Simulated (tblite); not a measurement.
Computed with GFN2-xTB (tblite): harmonic, unscaled wavenumbers at the GFN2-xTB geometry, gas phase. Against measured fundamentals such values can be off by several per cent, at times by over 20. Modes of hydrogen on boron, phosphorus and silicon can be 10 to 20 % off. One conformer each. Thermal functions are those of the rigid rotor and harmonic oscillator, without mixing of conformers.

Question: Order these by their zero-point energy, highest first (kJ/mol).
A. `C1(F)=CCPC1`
B. `CC(=O)I`
C. `[SiH3][Si@@H](P)C1CSC1`
D. `BCBBr`
E. `CS[Si@@H]1CC[SiH2]P1`
F. `O=S(=O)(F)NS(=O)(=O)F`

Answer: E (337.3), C (322.6), A (229.6), D (157.3), B (119.5), F (102.1).

```json
{"SMILES": "CS[Si@@H]1CC[SiH2]P1", "atoms": "18", "mass (u)": "165.99", "symmetry number": "1", "modes under 300 cm⁻¹": "8", "ZPE (kJ/mol)": "337.3", "S translation (J/(mol K))": "164.3", "S rotation": "120.7", "S vibration": "97.2", "S": "382.3", "Cp": "133.3"}
{"SMILES": "[SiH3][Si@@H](P)C1CSC1", "atoms": "18", "mass (u)": "165.99", "symmetry number": "1", "modes under 300 cm⁻¹": "8", "ZPE (kJ/mol)": "322.6", "S translation (J/(mol K))": "164.3", "S rotation": "121.5", "S vibration": "106.7", "S": "392.5", "Cp": "135.1"}
{"SMILES": "FC1=CCPC1", "atoms": "12", "mass (u)": "104.02", "symmetry number": "1", "modes under 300 cm⁻¹": "2", "ZPE (kJ/mol)": "229.6", "S translation (J/(mol K))": "158.5", "S rotation": "108.3", "S vibration": "21.9", "S": "288.6", "Cp": "71.2"}
{"SMILES": "BCBBr", "atoms": "9", "mass (u)": "117.98", "symmetry number": "1", "modes under 300 cm⁻¹": "4", "ZPE (kJ/mol)": "157.3", "S translation (J/(mol K))": "160.1", "S rotation": "103.9", "S vibration": "33.3", "S": "297.2", "Cp": "69.1"}
{"SMILES": "CC(=O)I", "atoms": "7", "mass (u)": "169.92", "symmetry number": "1", "modes under 300 cm⁻¹": "2", "ZPE (kJ/mol)": "119.5", "S translation (J/(mol K))": "164.6", "S rotation": "105.5", "S vibration": "17.8", "S": "288.0", "Cp": "59.4"}
{"SMILES": "O=S(=O)(F)NS(=O)(=O)F", "atoms": "10", "mass (u)": "180.93", "symmetry number": "1", "modes under 300 cm⁻¹": "6", "ZPE (kJ/mol)": "102.1", "S translation (J/(mol K))": "165.4", "S rotation": "117.5", "S vibration": "63.6", "S": "346.5", "Cp": "114.6"}
```

Entropies and Cp are for 200 K and 1 bar.
